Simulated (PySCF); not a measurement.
B(F)2(NH2), SMILES NB(F)F (B3LYP/def2-SVP optimised geometry):

```
6

B      0.201    -0.460     0.000
F      1.534    -0.460     0.000
F     -0.414    -1.642    -0.001
N     -0.523     0.735     0.000
H     -1.534     0.757     0.001
H     -0.075     1.642     0.002
```

Computed with PySCF 2.14.0 with B3LYP/def2-TZVP.

### Question
What are the frontier orbital energies and the dipole moment?

### Answer
HOMO-2 -11.55 eV, HOMO-1 -11.22 eV, HOMO -8.39 eV, LUMO 0.24 eV, LUMO+1 1.59 eV; dipole moment 2.74 D.

On the same geometry PBE/def2-TZVP in PySCF gives HOMO-2 -9.80 eV, HOMO-1 -9.37 eV, HOMO -7.10 eV, LUMO -0.16 eV, LUMO+1 0.86 eV; dipole moment 2.69 D.

Meta-Löwdin charges at B3LYP/def2-TZVP: B1 0.64, F2 -0.32, F3 -0.32, N4 -0.51, H5 0.25, H6 0.25.
